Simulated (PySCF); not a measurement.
Interval between two levels of Te²⁺ by level of theory

Te²⁺ [Kr] 4d10 5s2 5p2 [3P2, M_J = 2] → Te²⁺ [Kr] 4d10 5s1 5p3 [5S2, M_J = 2], as a difference of total energies. All numbers are calculated (PySCF 2.14, the two-component X2C-1e Hamiltonian, in x2c-SVPall-2c with one added diffuse shell each of s, p type (7s9p4d, 54 functions)). Correlated levels: [Ar] 3d10 frozen; the 6 highest virtual spinors dropped. "Screened" scales the spin-orbit matrix elements by Boettger's factors to mimic the two-electron term; Breit and QED terms are absent.

```csv
method,interval between two levels (cm⁻¹)
GHF (spin-free),43644
GMP2 (spin-free),49651
GHF (screened spin-orbit),41822
GMP2 (screened spin-orbit),47630
```

The labels give the starting determinants; with spin-orbit coupling the two ends relaxed to ⟨J²⟩ = 6.01, ⟨L²⟩ = 2.72, ⟨S²⟩ = 1.68 and ⟨J²⟩ = 6.00, ⟨L²⟩ = 0.05, ⟨S²⟩ = 5.96.
